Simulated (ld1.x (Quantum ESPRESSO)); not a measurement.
Building the RRKJ potential for As (PBE, scalar-relativistic).

- Element: As
- Generator: ld1.x (Quantum ESPRESSO) 7.5
- Type: norm-conserving RRKJ (Kleinman–Bylander form)
- Functional: PBE
- Relativity: scalar-relativistic
- Frozen core: [Ar]
- Valence charge: 15
- Reference configuration: 3d10 4s2 4p2.5 (charge +0.5)
- Partial waves: 4p (bound): rc 1.95 bohr; 3d (bound): rc 1.20 bohr; 4f channel at 0.1 Ry: rc 1.50 bohr; 4s (bound): rc 1.15 bohr
- Local potential: the s channel
- Core correction: none

What the tests gave:

```
Cutoffs needed           : 180 Ry and 260 Ry (the cutoffs (Ry, on a coarse ladder) from which the occupation-weighted sum of valence levels, in a spherical-Bessel basis at the reference potential, stays within 10 and 1 mRy of its value at 400 Ry)
Ghost test               : ghost state, extra bound levels that the all-electron valence spectrum of the same l lacks: p at -646.7 eV; a true bound ghost makes a file unfit for plane-wave use (spherical-Bessel basis up to 400 Ry, 20 bohr box)
Largest excitation error : -174 meV (all-electron minus pseudo) for 3d9 4s2 4p3, out of 7 test configurations
```

Generation and tests took about 3.4 s on one core of a shared server CPU.
